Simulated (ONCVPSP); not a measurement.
## Si (Z = 14): ONCV pseudisation with BLYP, scalar-relativistic reference atom.

* Element: silicon (Si)
* Generator: ONCVPSP 4.0.1
* Type: optimised norm-conserving Vanderbilt (ONCV)
* Functional: BLYP
* Relativity: scalar-relativistic
* Frozen core: [Ne]
* Valence charge: 4
* Reference configuration: 3s2 (charge +2)
* Partial waves: 3s: rc 1.40 bohr, ncon 4, nbas 8, qcut 3.9 1/bohr, 2 projectors, debl 3.4 Ha; p scattering state at 0.17 Ha: rc 1.40 bohr, ncon 4, nbas 8, qcut 4.7 1/bohr, 1 projector
* Local potential: polynomial inside 0.95 bohr (lpopt 5, dvloc0 0 Ha)
* Core correction: polynomial model core, fcfact 0.35

In the p channel the program set the typed energies aside and used 0.050 Ha.

All-electron outer shells of the reference configuration (BLYP, scalar-relativistic, ld1.x):

```json
{"shell": "2p", "level (eV)": "-116.93", "outermost node (bohr)": "–", "outermost maximum (bohr)": "0.39"}
{"shell": "3s", "level (eV)": "-28.48", "outermost node (bohr)": "0.71", "outermost maximum (bohr)": "1.69"}
```

Calculated quality:

```
Cutoffs needed             : 9.1 Ha and 55 Ha (the cutoffs (Ha) at which the residual kinetic energy of the hardest occupied pseudo-wave falls to 1 and 0.1 mHa per electron)
Ghost test                 : no bound ghost flagged; GHOST(+) flagged for s at 88.2 eV
Largest excitation error   : +588 meV (all-electron minus pseudo) for 3s0 3p4, out of 4 test configurations
rms error of d²Exc/dni dnj : 10.32 mHa without and 1.73 mHa with the model core
```

Generation and tests took about 2.3 s on one core of a shared server CPU.
